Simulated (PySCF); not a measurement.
Does the answer move with the share of exact exchange?

C2H4BFO3.
SMILES: `OB1OC[C@@H](F)O1`

Torsions of this conformer, `[OH:1][B:2]1[O:3][CH2:4][C@@H:5]([F:6])[O:7]1`: H–O1–B2–O3 0°.

PySCF, pcSseg-1 basis, density fitting, gas phase, PBE0-D3(BJ)/def2-SVP geometry. One functional is left out:

```csv
functional,exact exchange (%),HOMO energy (eV),LUMO energy (eV),dipole moment (D)
LDA,0,-7.43,0.03,2.775
OPBE,0,-7.24,0.41,2.583
PBE,0,-7.25,0.21,2.635
PBE0,25,-8.93,1.18,2.814
BHandHLYP,50,-10.53,1.91,2.967
```

Q: Predict the row of B97-2 (21 % exact exchange) by straight lines through the other rows, and check it.

A: 
```tsv
property	line	computed	computed − line	PBE0 (25 %), for comparison
HOMO energy (eV)	-8.66	-8.65	+0.01	-8.93
LUMO energy (eV)	0.95	1.16	+0.21	1.18
dipole moment (D)	2.791	2.795	+0.004	2.814
```

Q: Which of these properties follows the share of exact exchange most closely, and which least?

A: Most closely the HOMO energy, least the dipole moment; the correlations over the tabulated rows are HOMO energy -0.999, LUMO energy 0.983, dipole moment 0.887. The HOMO energy moves by -0.645 eV for every 10 %. Functionals with the same share still differ in their other parts: at 0 % LDA and OPBE differ by 0.19 eV in it.
